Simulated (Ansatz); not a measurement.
**How methods differ on SiHCl2O2 (SMILES [O][Si](O)(Cl)Cl)**

The species is SiHCl2O2 (6 atoms), meant as a doublet with charge 0. As SMILES, `[O][Si](O)(Cl)Cl`. Geometry: optimised at r2SCAN/def2-SVP. This is one conformer, not always the lowest.

```xyz
6

O    -1.2311    0.1987    1.2269
Si   -0.2763    0.0338   -0.1206
O     1.0718   -0.8660    0.1086
Cl   -1.2241   -0.7954   -1.7170
Cl    0.1009    2.0294   -0.4362
H     1.6007   -0.6646    0.8921
```

Each level gives the dissociation energy of the Cl5–Si2 bond into doublet Cl and singlet SiHClO2 (shapes relaxed at r2SCAN/def2-SVP, no zero-point term) (eV). The values are calculated.

| level | kind | program | value (eV) | CPU time (all runs) |
| --- | --- | --- | --- | --- |
| UHF/def2-SVP | Hartree–Fock | Ansatz | 2.48 | 9.2 s |
| USVWN5/def2-SVP | LDA | Ansatz | 2.48 | 5.6 s |
| U-r2SCAN/def2-SVP | meta-GGA | Ansatz | 2.32 | 30 s |
| UB3LYP/def2-SVP | global hybrid | Ansatz | 2.03 | 14 s |
| UPBE0-D4/def2-SVP | global hybrid | Ansatz | 2.35 | 15 s |
| UCAM-B3LYP/def2-SVP | range-separated hybrid | Ansatz | 2.14 | 16 s |
| RPA@PBE/def2-SVP | RPA | Ansatz | 1.45 | 19 s |
| UMP2/def2-SVP | perturbation theory | Ansatz | 1.64 | 9.1 s |

The values span 1.45 to 2.48 eV. A fragment with an even electron count was run as a singlet and may have a lower triplet. Measured bond enthalpies also hold zero-point and thermal terms, a few tenths of an eV less. CPU times are rough (shared hosts, several kinds of processor): they show what a rung costs within a factor of a few.
